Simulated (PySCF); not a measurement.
C4H9NSi, SMILES [SiH2]1N[C@H](C1=C)C.

The structure is a stationary point at ωB97X-D3(BJ)/def2-SVP. The structure was generated by enumeration; whether it is a known compound was not checked.

Method: ωB97X-D3(BJ)/def2-SVP (PySCF 2.14.0).

Frequencies are harmonic and unscaled.

| mode | ν (cm⁻¹) | IR (km/mol) | moving atoms (share of kinetic energy) |
|---|---|---|---|
| 1 | 71 | 4.6 | N 34 %, C 27 %, H 25 %, Si 14 % |
| 2 | 203 | 14.6 | C 56 %, H 41 % |
| 3 | 246 | 0.7 | H 86 %, C 13 % |
| 4 | 276 | 28.3 | H 64 %, C 31 % |
| 5 | 336 | 45.6 | H 61 %, C 23 %, Si 11 % |
| 6 | 385 | 19.1 | C 38 %, H 38 %, N 19 % |
| 7 | 441 | 9.2 | H 59 %, C 28 %, Si 8 % |
| 8 | 565 | 19.8 | C 32 %, H 28 %, Si 25 %, N 15 % |
| 9 | 623 | 4.5 | H 64 %, C 29 % |
| 10 | 644 | 4.2 | C 43 %, H 40 %, Si 12 % |
| 11 | 695 | 71.1 | H 54 %, C 27 %, Si 13 % |
| 12 | 735 | 12.5 | H 86 %, C 9 % |
| 13 | 823 | 52.8 | H 64 %, C 19 %, N 11 % |
| 14 | 836 | 55.5 | H 57 %, C 35 % |
| 15 | 889 | 102.8 | N 44 %, H 26 %, Si 24 % |
| 16 | 941 | 28.7 | H 54 %, C 25 %, N 21 % |
| 17 | 972 | 26.5 | H 73 %, C 27 % |
| 18 | 1029 | 145.6 | H 88 %, C 9 % |
| 19 | 1037 | 43.0 | H 74 %, C 24 % |
| 20 | 1117 | 7.5 | H 64 %, C 27 % |
| 21 | 1125 | 4.4 | C 58 %, H 40 % |
| 22 | 1167 | 4.8 | C 53 %, H 41 % |
| 23 | 1244 | 78.8 | H 56 %, C 29 %, N 14 % |
| 24 | 1352 | 20.3 | H 64 %, C 19 %, N 16 % |
| 25 | 1370 | 22.6 | H 71 %, C 27 % |
| 26 | 1406 | 25.4 | H 65 %, C 35 % |
| 27 | 1433 | 10.7 | H 87 %, C 12 % |
| 28 | 1469 | 1.9 | H 94 % |
| 29 | 1473 | 3.9 | H 96 % |
| 30 | 1789 | 1.1 | C 93 % |
| 31 | 2215 | 196.9 | H 96 % |
| 32 | 2235 | 186.6 | H 98 % |
| 33 | 3021 | 52.5 | H 92 % |
| 34 | 3058 | 20.1 | H 97 % |
| 35 | 3145 | 11.4 | H 94 % |
| 36 | 3151 | 22.4 | H 91 %, C 9 % |
| 37 | 3166 | 18.8 | H 90 %, C 10 % |
| 38 | 3242 | 6.7 | H 89 %, C 11 % |
| 39 | 3715 | 32.0 | H 93 % |
